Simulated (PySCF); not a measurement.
All of these have the formula C5H7FOS. Method used: TDDFT PBE0/def2-SVPD, vertical, gas phase, core orbitals frozen in the response (PySCF 2.14.0, density-fitted response routines). Geometries: GFN2-xTB; one conformer of each isolated species. Triplets are in the Tamm–Dancoff approximation.

A. `O=[S@@]1CCCC=C1F`
B. `C1(=C(C1)SCOC)F`
C. `C1[C@@H](F)[S@@](C=CC1)=O`
D. `F[C@@H]1CC=C(C)[S@]1=O`

Lowest singlet levels (six at most, fewer where fewer were computed) with oscillator strengths:

1. 254 nm (f 0.002); 212 nm (f 0.015); 212 nm (f 0.026); 192 nm (f 0.146); 186 nm (f 0.004); 185 nm (f 0.043); T1 4.08 eV
2. 265 nm (f 0.002); 227 nm (f 0.022); 220 nm (f 0.008); 195 nm (f 0.008); 193 nm (f 0.068); 193 nm (f 0.012); T1 4.22 eV
3. 276 nm (f 0.002); 230 nm (f 0.010); 208 nm (f 0.036); 194 nm (f 0.007); 188 nm (f 0.186); 184 nm (f 0.002); T1 4.07 eV
4. 241 nm (f 0.005); 225 nm (f 0.007); 207 nm (f 0.182); 198 nm (f 0.007); 194 nm (f 0.010); 185 nm (f 0.016); T1 4.03 eV

Question: Match each spectrum to its molecule.

Answer: 1 = A, 2 = D, 3 = C, 4 = B.
- A: S1 at 4.89 eV, HOMO→LUMO (97%); Löwdin shares by element: HOMO oxygen 50%, sulfur 27%, carbon 13% or more; LUMO carbon 52% or more, sulfur 19%, oxygen 7% (atoms not listed hold the other 22%); HOMO -7.12 and LUMO -0.75 eV.
- B: S1 at 5.15 eV, HOMO→LUMO (93%); Löwdin shares by element: HOMO carbon 47% or more, sulfur 32% (atoms not listed hold the other 21%); LUMO sulfur 50%, carbon 22% or more, hydrogen 6% or more (atoms not listed hold the other 22%); HOMO -6.27 and LUMO 0.17 eV.
- C: S1 at 4.50 eV, HOMO→LUMO (98%); Löwdin shares by element: HOMO oxygen 50%, sulfur 29%, carbon 12% or more; LUMO carbon 52% or more, sulfur 20%, oxygen 7% (atoms not listed hold the other 22%); HOMO -6.97 and LUMO -1.00 eV.
- D: S1 at 4.69 eV, HOMO→LUMO (98%); Löwdin shares by element: HOMO oxygen 52%, sulfur 30%, carbon 11% or more; LUMO carbon 52% or more, sulfur 17%, oxygen 7% (atoms not listed hold the other 24%); HOMO -6.94 and LUMO -0.74 eV.
